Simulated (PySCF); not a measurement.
CH₆BN.

```xyz
9

B     -0.5318    -0.0862     0.0000
H     -1.7353    -0.1901     0.0000
C      0.1665     1.3235     0.0000
H     -0.1519     1.9124    -0.8763
H     -0.1519     1.9124     0.8763
H      1.2671     1.2862     0.0000
N      0.2048    -1.2762     0.0000
H     -0.2216    -2.1961     0.0000
H      1.2202    -1.3009     0.0000
```
Charge 0, spin multiplicity 1.

Coordinates come from a PBE-D3(BJ)/def2-TZVP optimisation. The values are those of a single conformer.

Level of theory: PBE0/pcSseg-1 run with PySCF. Non-relativistic, no solvent.

**Question.** Give the absolute GIAO shielding of each atom: isotropic value and principal components (ppm). (The exact figures need the calculation; the answer reports its results.)

**Answer.** 
```
atom  σ(iso)    σ11    σ22    σ33   span
----  ------  -----  -----  -----  -----
B1      58.7   13.1   45.0  117.9  104.7
H2      26.3   25.8   25.8   27.4    1.5
C3     177.9  164.9  178.2  190.7   25.7
H4      30.8   27.5   28.1   36.7    9.2
H5      30.8   27.5   28.1   36.7    9.2
H6      31.2   27.8   29.8   36.2    8.4
N7     149.4   51.1  196.5  200.5  149.5
H8      27.2   22.7   24.0   34.9   12.1
H9      27.3   23.3   25.3   33.4   10.1
```
